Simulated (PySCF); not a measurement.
C5H10AlNS.
Cartesian coordinates in Å at the PBE0-D3(BJ)/def2-SVP level; atoms count from 1:
```xyz
18
C5H10AlNS angstrom
Al     0.080    0.153    0.008
C      1.976    0.082    0.482
C      2.512   -1.266    0.963
H      2.160    0.868    1.239
H      2.545    0.430   -0.403
H      3.589   -1.226    1.197
H      1.995   -1.612    1.872
H      2.374   -2.055    0.207
C     -0.928    1.739   -0.530
C     -2.364    1.513   -1.002
H     -0.338    2.260   -1.308
H     -0.909    2.439    0.328
H     -2.870    2.457   -1.263
H     -2.405    0.867   -1.893
H     -2.975    1.018   -0.230
N     -0.836   -1.406    0.080
C     -1.436   -2.439    0.131
S     -2.228   -3.804    0.200
```

Jobs on this species (18 atoms, 76 electrons) with PySCF (density fitting). Hardware of each: one thread, Arm Neoverse V1 (aarch64) (shared host). The host was shared with other jobs, so the times are rough. Peak memory is the resident size of the whole Python process, interpreter and libraries included.

```json
{"level and settings": "delta-SCF UKS SCAN, pcX-2 on the ionised atom, pcseg-1 elsewhere, spin-free X2C", "work": "ΔSCF core ionisation, 8 holes", "basis functions": "212", "SCF cycles": "?", "wall time": "?", "peak memory": "?"}
{"level and settings": "PBE/pcSseg-1 (pcSseg-2 on Al)", "work": "shieldings", "basis functions": "219", "SCF cycles": "?", "wall time": "?", "peak memory": "?"}
{"level and settings": "PBE0-D3(BJ)/def2-SVP, grid level 1", "work": "geometry optimisation from a GFN2-xTB start shaken at random", "basis functions": "170", "SCF cycles": "121", "wall time": "4.3 min", "peak memory": "0.66 GiB"}
{"level and settings": "B3LYP/pcSseg-1 (pcSseg-2 on Al)", "work": "shieldings", "basis functions": "219", "SCF cycles": "15", "wall time": "32 s", "peak memory": "1.3 GiB"}
{"level and settings": "PBE0/pcSseg-1 (pcSseg-2 on Al)", "work": "shieldings, charges and field gradients, density and orbital grids written", "basis functions": "219", "SCF cycles": "15", "wall time": "46 s", "peak memory": "1.1 GiB"}
{"level and settings": "CAM-B3LYP/def2-SVPD", "work": "15 singlets by full TDDFT, 4 Tamm–Dancoff triplets, polarisability, density and orbital grids written", "basis functions": "251", "SCF cycles": "14", "wall time": "89 s", "peak memory": "1.1 GiB"}
```

Task: Fill in the missing figures.

Result: 
- delta-SCF UKS SCAN, pcX-2 on the ionised atom, pcseg-1 elsewhere, spin-free X2C; ΔSCF core ionisation, 8 holes: 89 s, 0.86 GiB, 137 SCF cycles
- PBE/pcSseg-1 (pcSseg-2 on Al); shieldings: 47 s, 1.0 GiB, 16 SCF cycles

Task: What do all jobs in the table cost together?

Result: About 9.3 min; the longest takes about 46 % of that, and about 8.1 times as long as the shortest.
